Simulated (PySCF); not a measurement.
C3H6Cl2Si. Atoms are numbered in the order given.

```xyz
12

C     -3.7219    -0.2066     0.0000
C     -2.3294     0.3422     0.0000
C     -1.1968    -0.3812     0.0000
Si     0.4624     0.4227     0.0000
Cl     1.5434    -0.1558    -1.6752
Cl     1.5434    -0.1558     1.6752
H     -4.2804     0.1488     0.8834
H     -3.7297    -1.3065     0.0000
H     -4.2804     0.1488    -0.8834
H     -2.2579     1.4395     0.0000
H     -1.2611    -1.4771     0.0000
H      0.3477     1.8994     0.0000
```
Charge 0, spin multiplicity 1.

Geometry: B3LYP-D3(BJ)/def2-SVP. The structure was generated by enumeration; whether it is a known compound was not checked. The values are those of a single conformer.

Method: PBE/def2-TZVP in PySCF.

Symmetry labels are those of the subgroup Cs that the program uses (full group Cs).

Q: List the valence orbital energies around the gap with their symmetry. (The exact figures need the calculation; the answer reports its results.)

A: 
| orbital | symmetry | energy (eV) |
|---|---|---|
| HOMO−7 | A' | -9.59 |
| HOMO−6 | A' | -9.32 |
| HOMO−5 | A' | -8.74 |
| HOMO−4 | A' | -7.99 |
| HOMO−3 | A" | -7.96 |
| HOMO−2 | A" | -7.67 |
| HOMO−1 | A' | -7.42 |
| HOMO | A" | -6.90 |
| LUMO | A" | -1.84 |
| LUMO+1 | A' | -0.57 |
| LUMO+2 | A" | 0.26 |
| LUMO+3 | A' | 0.35 |
